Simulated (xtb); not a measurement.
IPb (SMILES [I][Pb]), doublet, geometry from GFN2-xTB (such geometries of metal compounds can be far from the true shape) (the spin is typed, not shown lowest); GFN0-xTB in xtb.

Input for xtb:
```
$ xtb mol.xyz --gfn 0 --uhf 1 --opt --json

# file mol.xyz
2

Pb    -0.00000000    -0.00000000    -1.09402383
I      0.00000000     0.00000000     1.69264065
```

Problem. Write the output that xtb gives for this input, abridged.

Solution. 
```
   ID    Z sym.   atoms
    1   82 Pb     1
    2   53 I      2

           -------------------------------------------------
          |                Calculation Setup                |
           -------------------------------------------------

           -------------------------------------------------
          |                 G F N 0 - x T B                 |
           -------------------------------------------------

          ...................................................
          :                      SETUP                      :
          :.................................................:
          :  # basis functions                  14          :
          :  # atomic orbitals                  13          :
          :  # shells                            5          :
          :  # electrons                        11          :
          :  electronic temp.          300.0000000     K    :
          :  accuracy                    1.0000000          :
          :  -> integral cutoff          0.2500000E+02      :
          :  -> integral neglect         0.1000000E-07      :
          ...................................................

         :::::::::::::::::::::::::::::::::::::::::::::::::::::
         ::                     SUMMARY                     ::
         :::::::::::::::::::::::::::::::::::::::::::::::::::::
         :: total energy              -5.897775099864 Eh    ::
         :: gradient norm              0.018131284843 Eh/a0 ::
         :: HOMO-LUMO gap              0.000000000000 eV    ::
         ::.................................................::
         :: H0 energy                 -5.884916175422 Eh    ::
         :: repulsion energy           0.006562839851 Eh    ::
         :: electrostat energy        -0.019176186682 Eh    ::
         :: -> Gsolv                   0.000000000000 Eh    ::
         ::    -> Gsasa                0.000000000000 Eh    ::
         ::    -> Gshift               0.000000000000 Eh    ::
         :: dispersion energy         -0.000245577611 Eh    ::
         :: short-range corr.          0.000000000000 Eh    ::
         :: add. restraining           0.000000000000 Eh    ::
         :: total charge               0.000000000000 e     ::
         :::::::::::::::::::::::::::::::::::::::::::::::::::::

      -----------------------------------------------------------
     |                   =====================                   |
     |                        A N C O P T                        |
     |                   =====================                   |
     |               Approximate Normal Coordinate               |
     |                Rational Function Optimizer                |
      -----------------------------------------------------------
      -----------------------------------------------------------
     |                   =====================                   |
     |                        A N C O P T                        |
     |                   =====================                   |
     |               Approximate Normal Coordinate               |
     |                Rational Function Optimizer                |
      -----------------------------------------------------------

          ...................................................
          :                      SETUP                      :
          :.................................................:
          :   optimization level            normal          :
          :   max. optcycles                   200          :
          :   ANC micro-cycles                  20          :
          :   degrees of freedom                 1          :
          :.................................................:
          :   RF solver                   davidson          :
          :   write xtbopt.log                true          :
          :   linear (good luck)              true          :
          :   energy convergence         0.5000000E-05 Eh   :
          :   grad. convergence          0.1000000E-02 Eh/α :
          :   maxmium RF displ.          1.0000000          :
          :   Hlow (freq-cutoff)         0.1000000E-01      :
          :   Hmax (freq-cutoff)         5.0000000          :
          :   S6 in model hess.         20.0000000          :
          ...................................................

generating ANC from exact Hessian ...
Using Lindh-Hessian (1995)
 Shifting diagonal of input Hessian by    0.0000000000000000
 Lowest  eigenvalues of input Hessian
    0.000000    0.000000    0.000000    0.000000    0.000000    0.010115
 Highest eigenvalues
    0.000000    0.000000    0.000000    0.000000    0.000000    0.010115

........................................................................
.............................. CYCLE    1 ..............................
........................................................................
 * total energy  :    -5.8977751 Eh     change        0.0000000E+00 Eh
   gradient norm :     0.0181313 Eh/α   predicted     0.0000000E+00 (   0.00%)
   displ. norm   :     0.7592287 α      lambda       -0.1376579E-01
   maximum displ.:     0.7592287 α      in ANC's #1, #1, #1, ...

........................................................................
.............................. CYCLE    2 ..............................
........................................................................
 * total energy  :    -5.6507710 Eh     change        0.2470041E+00 Eh
   gradient norm :     1.2576270 Eh/α   predicted    -0.1085039E-01 (-104.39%)
   displ. norm   :     0.5345649 α      lambda       -0.6722834E+00
   maximum displ.:     0.5345649 α      in ANC's #1, #1, #1, ...

........................................................................
.............................. CYCLE    3 ..............................
........................................................................
 * total energy  :    -5.8938659 Eh     change       -0.2430949E+00 Eh
[...]
 * total energy  :    -5.8955915 Eh     change       -0.1725555E-02 Eh
 * total energy  :    -5.8982458 Eh     change       -0.2654358E-02 Eh
 * total energy  :    -5.8984293 Eh     change       -0.1834911E-03 Eh
 * total energy  :    -5.8984401 Eh     change       -0.1074442E-04 Eh
[...]
........................................................................
 * total energy  :    -5.8984401 Eh     change       -0.4482785E-07 Eh
   gradient norm :     0.0000881 Eh/α   predicted    -0.5668734E-07 (  26.46%)
   displ. norm   :     0.0002920 α      lambda       -0.1387609E-07
   maximum displ.:     0.0002920 α      in ANC's #1, #1, #1, ...

   *** GEOMETRY OPTIMIZATION CONVERGED AFTER 8 ITERATIONS ***

 total energy gain   :        -0.0006650 Eh       -0.4173 kcal/mol
 total RMSD          :         0.0491458 a0        0.0260 Å
 total power (kW/mol):        -0.2182456 (step) -581.7537 (real)

================
 final structure:
================
2
 xtb: 6.7.1 (edcfbbe)
Pb           0.00000000000000        0.00000000000000       -1.06801698562318
I            0.00000000000000        0.00000000000000        1.66663380562318

 Bond Distances (Angstroems)
 ---------------------------
Pb1-I2=2.7347        I2-Pb1=2.7347
 Pb I  Rav=2.7347 sigma=0.0000  Rmin=2.7347  Rmax=2.7347     1

 selected bond angles (degree)
 --------------------

 selected dihedral angles (degree)
 ---------------------------------

           -------------------------------------------------
          |                Final Singlepoint                |
           -------------------------------------------------

          ...................................................
          :                      SETUP                      :
          :.................................................:
          :  # basis functions                  14          :
          :  # atomic orbitals                  13          :
          :  # shells                            5          :
          :  # electrons                        11          :
          :  electronic temp.          300.0000000     K    :
          :  accuracy                    1.0000000          :
          :  -> integral cutoff          0.2500000E+02      :
          :  -> integral neglect         0.1000000E-07      :
          ...................................................

         :::::::::::::::::::::::::::::::::::::::::::::::::::::
         ::                     SUMMARY                     ::
         :::::::::::::::::::::::::::::::::::::::::::::::::::::
         :: total energy              -5.898440102649 Eh    ::
         :: gradient norm              0.000088092303 Eh/a0 ::
         :: HOMO-LUMO gap              0.000000000000 eV    ::
         ::.................................................::
         :: H0 energy                 -5.888252068002 Eh    ::
         :: repulsion energy           0.009318933752 Eh    ::
         :: electrostat energy        -0.019261291686 Eh    ::
         :: -> Gsolv                   0.000000000000 Eh    ::
         ::    -> Gsasa                0.000000000000 Eh    ::
         ::    -> Gshift               0.000000000000 Eh    ::
         :: dispersion energy         -0.000245676713 Eh    ::
         :: short-range corr.          0.000000000000 Eh    ::
         :: add. restraining           0.000000000000 Eh    ::
         :: total charge               0.000000000000 e     ::
         :::::::::::::::::::::::::::::::::::::::::::::::::::::

           -------------------------------------------------
          |                Property Printout                |
           -------------------------------------------------

    * Orbital Energies and Occupations

         #    Occupation            Energy/Eh            Energy/eV
      -------------------------------------------------------------
         1        2.0000           -0.8031790             -21.8556
         2        2.0000           -0.6556572             -17.8413
         3        2.0000           -0.4573116             -12.4441
         4        2.0000           -0.4385507             -11.9336
         5        2.0000           -0.4385507             -11.9336
         6        0.5000           -0.3004366              -8.1753 (HOMO)
         7        0.5000           -0.3004366              -8.1753 (LUMO)
         8                         -0.1331002              -3.6218
         9                         -0.0504120              -1.3718
        10                         -0.0504120              -1.3718
        11                          0.0313392               0.8528
        12                          0.0313392               0.8528
        13                          0.4363990              11.8750
      -------------------------------------------------------------
                  HL-Gap            0.0000000 Eh            0.0000 eV
             Fermi-level            0.0000000 Eh            0.0000 eV

     #   Z          covCN         q      C6AA      α(0)
     1  82 Pb       0.923     0.199   602.642    53.474
     2  53 I        0.923    -0.199   385.268    33.905

 Mol. C6AA /au·bohr⁶  :       1936.349086
 Mol. C8AA /au·bohr⁸  :     245164.239899
 Mol. α(0) /au        :         87.379171

Wiberg/Mayer (AO) data.
largest (>0.10) Wiberg bond orders for each atom

 ---------------------------------------------------------------------------
     #   Z sym  total        # sym  WBO       # sym  WBO       # sym  WBO
 ---------------------------------------------------------------------------
     1  82 Pb   1.465 --     2 I    1.465
     2  53 I    1.465 --     1 Pb   1.465
 ---------------------------------------------------------------------------

Topologies differ in total number of bonds
Writing topology from bond orders to xtbtopo.mol

 dipole moment from electron density (au)
     X       Y       Z
  -0.0000  -0.0000  -2.0485  total (Debye):    5.207

optimized geometry written to: xtbopt.xyz

           -------------------------------------------------
          | TOTAL ENERGY               -5.898440102649 Eh   |
          | GRADIENT NORM               0.000088092303 Eh/α |
          | HOMO-LUMO GAP               0.000000000000 eV   |
           -------------------------------------------------

normal termination of xtb
```
